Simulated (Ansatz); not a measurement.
Cartesian coordinates in Å:
```
P 0.936 1.768 0.334
Si 0.597 -0.348 -0.400
Ga -1.307 -1.261 0.769
H -0.265 2.262 -0.242
H 1.737 2.165 -0.769
H 1.852 -1.101 -0.126
H 0.359 -0.400 -1.873
H -2.686 -0.505 0.691
H -1.222 -2.581 1.617
```

The species carries charge 0 and has multiplicity 1.

Problem. List the B3LYP/def2-TZVPP orbital energies in eV (Ansatz 0.2.0). (Best estimate.)

Solution. Computed: Occupied: -10137.93, -2096.76, -1798.98, -1249.73, -1106.98, -1106.87, -1106.86, -178.03, -149.72, -143.53, -127.99, -127.96, -127.89, -103.19, -102.88, -102.86, -98.85, -98.83, -98.83, -22.97, -22.84, -22.82, -22.68, -22.63, -17.63, -14.19, -12.05, -10.76, -9.94, -9.12, -8.39, -7.43, -7.27. Lowest empty: -2.48, -0.16, 0.08, 0.35, 0.57, 0.96, 1.56, 1.65.

B3LYP here is the variant with VWN-RPA as its local correlation; programs differ in this.
